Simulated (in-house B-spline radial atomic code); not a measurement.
Ionising Zr II (Zr+) with different functionals

Computed with a radial B-spline atomic code at the basis-set limit: non-relativistic Hamiltonian, point nucleus, spin-polarised at highest spin, spherical fractional occupations for the functionals, and exact exchange of hybrids averaged over the configuration. The ionisation energy is the difference of two self-consistent energies, [Kr] 4d2 5s1 → [Kr] 4d2, without Breit or QED terms; ε is the level of the shell that loses the electron (its least bound occupied spin orbital). There is no spin-orbit coupling in this Hamiltonian.

```tsv
method	rung	ΔSCF (eV)	-ε(5s) (eV)
PBE0	global hybrid	12.89	10.81
B3LYP	global hybrid	13.02	10.70
TPSSh	global hybrid	12.77	10.37
M06-2X	global hybrid	12.61	11.20
BHandHLYP	global hybrid	12.62	11.22
r2SCAN0	global hybrid	12.85	11.00
B97-1	global hybrid	12.57	10.45
HSE06	range-separated hybrid	12.94	10.47
wB97X	range-separated hybrid	12.29	12.17
CAM-B3LYP	range-separated hybrid	12.85	11.74
LC-wPBE	range-separated hybrid	12.56	12.65
```

Problem. Among the functionals, which spreads more, the ΔSCF values or the orbital energies?

Solution. The orbital energies: ΔSCF values span about 0.74 eV and the orbital energies 2.27 eV.

Problem. How do they compare with the NIST value?

Solution. NIST lists 13.130 eV (measured, ground level to ground level). Errors run from -0.84 to -0.11 eV; B3LYP is closest (-0.11 eV), but part of that can be cancellation, since the calculations leave out relativity, Breit-QED terms, multiplet and fine-structure energies.
